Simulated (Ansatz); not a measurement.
The cluster Ge₂O. Total charge 0; singlet. Geometry relaxed at r2SCAN-D4/def2-TZVP.

```xyz
3

Ge    1.036   -0.793    0.196
Ge   -1.071    0.098   -0.764
O     0.035    0.695    0.568
```

The restricted singlet is unstable: a solution with broken spin symmetry lies lower. The structure comes from a short search, and lower isomers may exist.

Estimate the harmonic wavenumbers at RKS r2SCAN-D4/def2-TZVP (Ansatz, unscaled). Is this a minimum?

269, 520, 690 cm⁻¹. Yes, no mode is imaginary beyond noise. Zero-point energy 8.8 kJ/mol. Run time 13 s (4 threads of Arm Neoverse N1 on a shared host).
